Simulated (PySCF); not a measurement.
**Spin states of BeGa**

Unrestricted PBE0; basis Be 6-31G(d,p), Ga 6-31G(d,p); no relativity; PySCF 2.14. Outer shells of the fragments: Be 2s2; Ga 3d10 4s2 4p1.

Followed along the bond (rough minima from three points):

| 2Ms+1 | unpaired | ⟨S²⟩ at the start | R at minimum (Å) | Te (eV) |
| --- | --- | --- | --- | --- |
| 2 | π ↑ | 0.83 | 2.41 | 0.00 |
| 2 | σ ↑ | 0.75 | 2.64 | 0.13 |
| 4 | σ ↑, π ↑↑ | 3.76 | 2.09 | 0.96 |
| 4 | σ ↑↑, π ↑ | 3.75 | 2.27 | 1.07 |
| 2 | σ ↑, π ↑↓ | 1.76 | 2.09 | 1.57 |

Solutions found at the starting distance of 2.165 Å, counted from the lowest of them; the search is not exhaustive and high or unbound solutions are not listed, so other states can lie among these:

```tsv
2Ms+1	unpaired	term	E (eV)	⟨S²⟩	⟨Lz²⟩	μ (D)
2	π ↑	²Π	0.00	0.83	1.00	-0.58
2	σ ↑	²Σ⁺	0.49	0.75	0.00	0.05
4	σ ↑, π ↑↑	⁴Σ⁻	0.84	3.76	0.00	-0.47
4	σ ↑↑, π ↑	⁴Π	0.96	3.75	1.00	0.84
2	σ ↑, π ↑↓	mixed	1.44	1.76	2.01	-0.57
2	σ ↓, π ↑↑	mixed	1.67	1.77	0.00	-0.62
```

A term symbol is given only where ⟨S²⟩ and ⟨Lz²⟩ are close to those of a pure state; real π, δ and φ orbitals otherwise mix terms. A positive dipole means Be(−)Ga(+).

**Question.** Compare the gap between the two lowest followed solutions at the starting distance with the gap between their minima.

**Answer.** At PBE0 the second solution (doublet, unpaired electrons σ ↑) lies +0.49 eV from the first (doublet, unpaired electrons π ↑) at 2.165 Å and +0.13 eV at the minima; the two curves relax by different amounts, since their minima lie near 2.64 and 2.41 Å.

Spin–orbit coupling is left out.
